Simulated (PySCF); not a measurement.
PySCF input (M06-2X/6-31G* with LANL2DZ past Ar (5d)):

```python
from pyscf import gto, dft

mol = gto.M(
    atom='''
    Ba   -0.00000000   -0.00000000   -0.28999881
    F     0.00000000    0.00000000    1.80443702
    ''',
    basis={'default': '6-31g*', 'Ba': 'lanl2dz'},
    ecp={'Ba': 'lanl2dz'},
    charge=2,
    spin=1,
    symmetry='C2v',
    verbose=4,
)

mf = dft.UKS(mol, xc='m062x')
mf.grids.level = 4
mf.conv_tol = 1e-9
mf.max_cycle = 100
mf.max_memory = 1500
mf.kernel()
if not mf.converged:
    mf = mf.newton()
    mf.kernel(mf.make_rdm1())
mf.dip_moment()
```

### Question
What final total energy does it give?

### Answer
-124.20687 Eh.
